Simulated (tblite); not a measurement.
C4H7BF2O2.
Z-matrix (Å and degrees, GFN2-xTB geometry), rows numbered from 1:
```
F 
C   1  1.3566
F   2  1.3493  1  105.94
C   2  1.5351  1  110.67  3   120.43
C   4  1.5313  2  111.14  1    45.09
C   5  1.5281  4  108.26  2   173.69
O   6  1.4136  5  111.53  4   -52.16
B   7  1.3452  6  120.18  5    25.87
O   8  1.3591  7  124.02  6     1.44
H   2  1.0998  1  108.43  3  -115.95
H   4  1.1003  2  107.79  1   -75.85
H   5  1.0928  4  108.60  2    55.26
H   5  1.0888  4  110.72  2   -64.71
H   6  1.0973  5  110.39  4    68.58
H   6  1.0945  5  110.61  4  -171.24
H   8  1.1657  7  118.57  6  -178.43
```

Computed values, GFN2-xTB/tblite, gas phase, harmonic and unscaled. Errors from tens to a few hundred cm⁻¹ against measured bands are possible. Modes of hydrogen on boron can be 10 to 20 % off. One conformer, not necessarily the lowest.

Harmonic wavenumbers (cm⁻¹): 47.6, 92.8, 157.3, 225.2, 299.1, 332.6, 415.6, 450.5, 478.7, 501.0, 568.6, 709.3, 774.1, 878.3, 899.9, 925.3, 997.6, 1018.2, 1039.1, 1046.3, 1096.6, 1103.1, 1123.5, 1165.5, 1177.7, 1204.0, 1225.7, 1240.0, 1251.2, 1278.4, 1311.6, 1331.6, 1336.7, 1454.3, 1474.3, 2692.4, 2881.8, 2904.5, 2912.8, 2945.7, 2983.5, 3018.9.

A = 3474, B = 1080, C = 869.0 MHz; mass 136.051 u (most abundant isotopes); point group C1, symmetry number 1.

Q: Zero-point energy?

A: ½Σν̃ = 25485 cm⁻¹ = 304.88 kJ/mol.

Q: Entropy at 298.15 K, 1 bar (ideal gas, RRHO, classical rotation)?

A: Translation 170.13, rotation 121.25, vibration 88.26: S = 379.6 J/(mol K).

Q: And Cp and H(298.15 K) − H(0)?

A: Cp = 135.82 J/(mol K), of which vibrations give 102.57 (their classical limit is 42 R = 349.2); H(298.15 K) − H(0) = 24.25 kJ/mol without the zero-point energy, 14.33 from vibrations.

Q: Blend soft modes into free rotors: weight 1/[1 + (100 cm⁻¹/ν̃)⁴] for the oscillator and the rest for a rotor with moment μB/(μ + B), μ = h/(8π²ν), B = 10⁻⁴⁴ kg m². What vibrational entropy results?

A: 81.36 J/(mol K) in place of 88.26, which changes −T·S at 298.15 K by +2.06 kJ/mol.

Q: What must be added to the electronic energy to get the Gibbs energy at 298.15 K and 1 bar?

A: ZPE + [H(298.15 K) − H(0)] − T·S = 304.88 + 24.25 − 113.19 = 215.94 kJ/mol.

Q: Which modes carry the vibrational entropy at 298.15 K?

A: 47.6 cm⁻¹: 20.56; 92.8 cm⁻¹: 15.06; 157.3 cm⁻¹: 10.80; 225.2 cm⁻¹: 8.02; 299.1 cm⁻¹: 5.95; 332.6 cm⁻¹: 5.22 J/(mol K); the other 36 give 22.64 together.

Hindered rotation and anharmonicity are outside this model. Other conformers, if any are populated, would add a mixing term that is left out. The structure is chiral; the term R ln 2 for an equal mix with its mirror image is left out.
